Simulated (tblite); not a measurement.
Compound: C4H9ClO2Si2.
Numbering: `[O:1]=[C:2]([OH:3])[CH2:4]/[CH:5]=[C:6](\[Cl:7])[SiH2:8][SiH3:9]` (hydrogens: H10 on O3; H11, H12 on C4; H13 on C5; H14, H15 on Si8; H16, H17, H18 on Si9)

Computed with GFN2-xTB (tblite), gas phase: L-BFGS steps from a force-field or distance-geometry start until the largest atomic force falls under 0.01 eV/Å.

Step 0: E = -796.3064 eV
```
atom  x, y, z in Å  |  force x, y, z in eV/Å
O1     -1.9612   -1.8790    0.8359   -1.019   2.161  -0.568
C2     -2.6109   -0.8622    0.5721    1.137  -1.609   0.693
O3     -3.9247   -0.9447    0.3559    0.115  -0.516  -0.001
C4     -2.0984    0.5663    0.5007    0.491  -0.560   0.397
C5     -0.5978    0.5999    0.6535    0.389   0.420  -0.906
C6      0.3054    0.9720   -0.2832   -0.965  -0.233   1.212
Cl7    -0.2124    1.5057   -1.8724    0.164  -0.176   0.437
Si8     2.1627    0.9448    0.0889    0.463   0.075  -0.117
Si9     3.1271   -0.8048   -1.0770    0.012  -0.216  -0.060
H10    -4.1379   -1.8992    0.4313   -0.266   0.395  -0.084
H11    -2.5444    1.1211    1.3351   -0.081  -0.088  -0.115
H12    -2.4492    0.9945   -0.4277    0.020   0.154  -0.258
H13    -0.2513    0.2734    1.6362    0.042   0.132  -0.481
H14     2.3669    0.7676    1.5487   -0.203   0.173  -0.257
H15     2.7615    2.2520   -0.3015   -0.290  -0.233   0.155
H16     2.9309   -0.6381   -2.5334    0.098  -0.119   0.232
H17     2.5404   -2.1046   -0.6651    0.189   0.272  -0.166
H18     4.5846   -0.8583   -0.8098   -0.296  -0.032  -0.113
```

Step 1: E = -796.3510 eV
```
atom  x, y, z in Å  |  force x, y, z in eV/Å
O1     -1.9757   -1.8481    0.8278    1.628  -1.931   0.503
C2     -2.5946   -0.8852    0.5820   -1.410   2.475  -0.401
O3     -3.9230   -0.9521    0.3559    0.261  -0.029  -0.005
C4     -2.0914    0.5583    0.5064    0.092  -0.281  -0.049
C5     -0.5922    0.6059    0.6406   -0.763  -0.210   0.634
C6      0.2916    0.9687   -0.2658    0.555   0.290  -0.134
Cl7    -0.2101    1.5032   -1.8661    0.153  -0.159   0.405
Si8     2.1693    0.9459    0.0872    0.141  -0.025  -0.138
Si9     3.1272   -0.8079   -1.0779   -0.005  -0.098  -0.048
H10    -4.1417   -1.8936    0.4301   -0.395  -0.009  -0.067
H11    -2.5456    1.1198    1.3335   -0.017  -0.152  -0.122
H12    -2.4489    0.9967   -0.4314    0.122  -0.084   0.098
H13    -0.2507    0.2753    1.6293    0.048   0.165  -0.535
H14     2.3640    0.7701    1.5450   -0.173   0.160  -0.198
H15     2.7573    2.2487   -0.2993   -0.242  -0.125   0.115
H16     2.9323   -0.6398   -2.5300    0.086  -0.113   0.167
H17     2.5431   -2.1007   -0.6675    0.139   0.165  -0.129
H18     4.5804   -0.8588   -0.8114   -0.222  -0.038  -0.097
```

Step 2: E = -796.4105 eV
```
atom  x, y, z in Å  |  force x, y, z in eV/Å
O1     -1.9648   -1.8587    0.8305    0.146   0.335  -0.058
C2     -2.6035   -0.8687    0.5804    0.132  -0.148   0.177
O3     -3.9206   -0.9536    0.3558    0.089   0.109  -0.035
C4     -2.0894    0.5546    0.5070   -0.079  -0.011  -0.104
C5     -0.5975    0.6052    0.6436   -0.317  -0.084   0.259
C6      0.2938    0.9705   -0.2640    0.276   0.183   0.096
Cl7    -0.2084    1.5014   -1.8617    0.145  -0.141   0.359
Si8     2.1716    0.9459    0.0858    0.090  -0.069  -0.115
Si9     3.1272   -0.8092   -1.0784   -0.014  -0.058  -0.035
H10    -4.1456   -1.8927    0.4293   -0.310  -0.066  -0.047
H11    -2.5459    1.1183    1.3322   -0.015  -0.124  -0.112
H12    -2.4479    0.9964   -0.4312    0.142  -0.084   0.117
H13    -0.2502    0.2770    1.6238    0.074   0.102  -0.348
H14     2.3621    0.7718    1.5428   -0.163   0.153  -0.174
H15     2.7546    2.2471   -0.2980   -0.212  -0.070   0.093
H16     2.9332   -0.6410   -2.5281    0.079  -0.105   0.122
H17     2.5447   -2.0987   -0.6689    0.113   0.115  -0.110
H18     4.5778   -0.8592   -0.8125   -0.176  -0.038  -0.087
```

Q: Estimate the geometry and energy of step 3. (The exact step hangs on the optimiser's Hessian estimate; all steps are aligned on step 2, rigid shifts and turns removed.)

A: E = -796.4272 eV, largest force 0.407 eV/Å
```
atom  x, y, z in Å  |  force x, y, z in eV/Å
O1     -1.9603   -1.8549    0.8300    0.147   0.257  -0.022
C2     -2.6030   -0.8677    0.5832    0.128  -0.174   0.104
O3     -3.9185   -0.9528    0.3553    0.002  -0.014  -0.014
C4     -2.0897    0.5530    0.5058   -0.118   0.025  -0.027
C5     -0.6036    0.6040    0.6477    0.140   0.122  -0.254
C6      0.2979    0.9736   -0.2611   -0.098   0.027   0.394
Cl7    -0.2056    1.4987   -1.8547    0.132  -0.107   0.280
Si8     2.1740    0.9449    0.0836    0.049  -0.095  -0.086
Si9     3.1270   -0.8106   -1.0791   -0.018  -0.007  -0.021
H10    -4.1516   -1.8931    0.4284   -0.246   0.060  -0.054
H11    -2.5463    1.1160    1.3300   -0.044  -0.091  -0.078
H12    -2.4454    0.9952   -0.4295    0.107  -0.056   0.032
H13    -0.2489    0.2791    1.6166    0.110   0.016  -0.088
H14     2.3589    0.7748    1.5393   -0.146   0.139  -0.135
H15     2.7504    2.2454   -0.2961   -0.174  -0.013   0.067
H16     2.9348   -0.6431   -2.5255    0.067  -0.095   0.060
H17     2.5470   -2.0962   -0.6712    0.076   0.044  -0.084
H18     4.5742   -0.8599   -0.8142   -0.115  -0.038  -0.073
```

The energy changes by -0.0166 eV. The first-order estimate −F·Δx gives -0.0228 eV and the mean of the old and new forces, exact on a quadratic surface, -0.0167 eV. The step makes an angle of 17° with the force vector and moves no atom by more than 0.008 Å.

What follows is the cost of the whole relaxation. Hardware: one thread of an Arm Neoverse V1, no GPU, on a shared host. Cost: 0.56 s.
